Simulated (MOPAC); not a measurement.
A run for MOPAC: PM6 on BeCl, 2S+1 = 2, a spin state set in the input, which need not be the lowest, a point of a bond scan (R = 1.985 Å).

```
PM6 1SCF PRECISE CHARGE=0 UHF MS=0.5 THREADS=1
BeCl

Be     0.00000000 1     0.00000000 1     0.00000000 1
Cl     0.00000000 1     0.00000000 1     1.98476400 1
```

It printed:

```
*******************************************************************************
 **                                                                           **
 **                              MOPAC v23.2.5                                **
 **                                                                           **
 *******************************************************************************
 ** MOPAC's Digital Object Identifier: https://doi.org/10.5281/zenodo.6511958 **
 **                                                                           **
 ** Please cite the open-source release paper for use of this MOPAC version:  **
 ** J. E. Moussa and J. J. P. Stewart (2026)                                  **
 ** MOPAC: An open-source semiempirical molecular orbital program             **
 ** J. Open Source Softw., 11(119), 8025, https://doi.org/10.21105/joss.08025 **
 *******************************************************************************

                              PM6 CALCULATION RESULTS

 *******************************************************************************
 *  PM6        - The PM6 Hamiltonian to be used
 *  UHF        - UNRESTRICTED HARTREE-FOCK CALCULATION
 *
 *
 *
 *                 CHARGE ON SYSTEM = 0
 *
 *
 *
 *  MS=        - IN MECI, MAGNETIC COMPONENT OF SPIN =  0.5
 *  PRECISE    - TIGHTER CRITERIA TO BE USED
 *  1SCF       - DO 1 SCF AND THEN STOP
 *  THREADS=1  - MULTI-THREADING NOT USED
 *  T=         - A TIME OF 172800.0 SECONDS REQUESTED
 *  DUMP=N     - RESTART FILE WRITTEN EVERY 7200.0 SECONDS REQUESTED
 *******************************************************************************
PM6 1SCF PRECISE CHARGE=0 UHF MS=0.5 THREADS=1
 BeCl

   ATOM   CHEMICAL          X               Y               Z
  NUMBER   SYMBOL      (ANGSTROMS)     (ANGSTROMS)     (ANGSTROMS)

     1      Be          0.00000000  *   0.00000000  *   0.00000000  *
     2      Cl          0.00000000  *   0.00000000  *   1.98476400  *



          CARTESIAN COORDINATES

    NO.       ATOM           X           Y           Z

     1        Be          0.0000      0.0000      0.0000
     2        Cl          0.0000      0.0000      1.9848

 General Reference for PM6:
 "Optimization of Parameters for Semiempirical Methods V: Modification of NDDO Approximations
 and Application to 70 Elements", J. J. P. Stewart, J. Mol. Mod., 13, 1173-1213 (2007)
 URL: https://link.springer.com/article/10.1007/s00894-007-0233-4

           Empirical Formula: Be Cl  =     2 atoms



      MOLECULAR POINT GROUP   :   C*v


          UHF CALCULATION, NO. OF ALPHA ELECTRONS =    5
                           NO. OF BETA  ELECTRONS =    4

 -------------------------------------------------------------------------------
 PM6 1SCF PRECISE CHARGE=0 UHF MS=0.5 THREADS=1
 BeCl



     1SCF WAS SPECIFIED, SO BFGS WAS NOT USED
     SCF FIELD WAS ACHIEVED


                              PM6 CALCULATION
                                                       MOPAC v23.2.5 Linux




          FINAL HEAT OF FORMATION =          6.99053 KCAL/MOL =      29.24837 KJ/MOL


          COSMO AREA              =         82.69 SQUARE ANGSTROMS
          COSMO VOLUME            =         66.57 CUBIC ANGSTROMS

          IONIZATION POTENTIAL    =          9.493496 EV
          ALPHA SOMO LUMO (EV)    =         -9.493  2.008
          BETA  SOMO LUMO (EV)    =        -11.250  0.039
          NO. OF ALPHA ELECTRONS  =          5
          NO. OF BETA  ELECTRONS  =          4
          MOLECULAR WEIGHT        =         44.4652         POINT GROUP:  C*v

          MOLECULAR DIMENSIONS (Angstroms)

            Atom       Atom       Distance
           Cl     2   Be     1     1.98476
           Cl     2   Be     1     0.00000
           Be     1   Cl     2     0.00000


          SCF CALCULATIONS        =          1





   ATOM   CHEMICAL          X               Y               Z
  NUMBER   SYMBOL      (ANGSTROMS)     (ANGSTROMS)     (ANGSTROMS)

     1      Be          0.00000000  *   0.00000000  *   0.00000000  *
     2      Cl          0.00000000  *   0.00000000  *   1.98476400  *

                             CARTESIAN COORDINATES

   1   Be        0.000000000     0.000000000     0.000000000
   2   Cl        0.000000000     0.000000000     1.984764000


           Empirical Formula: Be Cl  =     2 atoms



      MOLECULAR POINT GROUP   :   C*v


          ALPHA EIGENVALUES
 -26.49431 -13.55003 -11.27163 -11.27163  -9.49350   2.00834   2.96441   2.96441
  92.14773  92.37795  92.37795  93.04550  93.04550


           BETA EIGENVALUES
 -26.36123 -13.57080 -11.25002 -11.25002   0.03930   3.56983   3.71969   3.71969
  92.19934  92.41603  92.41603  93.04488  93.04488


              NET ATOMIC CHARGES AND DIPOLE CONTRIBUTIONS

  ATOM NO.   TYPE          CHARGE      No. of ELECS.   s-Pop       p-Pop       d-Pop
    1         Be           0.433910        1.5661     0.90151     0.66458
    2         Cl          -0.433910        7.4339     1.99490     5.43832     0.00069
 DIPOLE           X         Y         Z       TOTAL
 POINT-CHG.     0.000     0.000    -4.137     4.137
 HYBRID        -0.000     0.000     1.385     1.385
 SUM           -0.000     0.000    -2.751     2.751


          ATOMIC ORBITAL ELECTRON POPULATIONS

     Atom    s        px        py        pz      x^2-y^2     xz        z^2       yz        xy
    1 Be   0.90151   0.03586   0.03586   0.59286
    2 Cl   1.99490   1.96404   1.96404   1.51025   0.00000   0.00010   0.00048   0.00010   0.00000


                    (SZ)    =    0.500000
                    (S**2)  =    0.750762


          ATOMIC ORBITAL SPIN POPULATIONS

    Atom   Total    s     px     py     pz   x^2-y^2  xz     z^2    yz     xy
         Atomic
    1 Be  0.9715  0.591  0.003  0.003  0.375
    2 Cl  0.0285 -0.000 -0.003 -0.003  0.034  0.000  0.000 -0.000  0.000  0.000

 **********************
 *                    *
 * JOB ENDED NORMALLY *
 *                    *
 **********************




 == MOPAC DONE ==
```

The run finished.

Cost: around 0.04 core-seconds (rough).
